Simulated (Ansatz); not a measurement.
Two isomers of C2H5BClFSi: A = `F[C@@H]1B[Si@H](Cl)C1`, B = `FC1([SiH2]Cl)BC1`.

Computed with Ansatz on PBE0-D4/def2-TZVP structures; ΔE is electronic, products minus reactants. CCSD(T)/CBS is the MP2 limit (def2-TZVPP, def2-QZVPP) plus CCSD(T) − MP2 in def2-TZVPP, frozen cores. Functionals use def2-TZVPP. B3LYP here is the variant with VWN-RPA as its local correlation; programs differ in this. Each species was taken in one conformer, which may not be the lowest.

**Question.** Which isomer does CCSD(T)/CBS put lower? Give the gap. (Best estimate.)

**Answer.** The calculation gave: A, by 45.6 kJ/mol.

**Question.** Give E(B) − E(A) in kJ/mol with CCSD/def2-TZVPP, HF/def2-TZVPP, MP2/def2-TZVPP, B3LYP, B3LYP-D4, r2SCAN-D4, PBE-D4. (Best estimate.)

**Answer.** Ansatz gave: CCSD/def2-TZVPP 42.2, HF/def2-TZVPP 18.6, MP2/def2-TZVPP 46.4, B3LYP 32.9, B3LYP-D4 33.6, r2SCAN-D4 44.4, PBE-D4 53.4. None reverses the order clearly.

Largest T1 diagnostic: 0.012.

In def2-TZVPP, CCSD(T) changes the Hartree–Fock value by +28.1 kJ/mol (the triples alone add +4.6 kJ/mol) and MP2 by +27.8 kJ/mol.
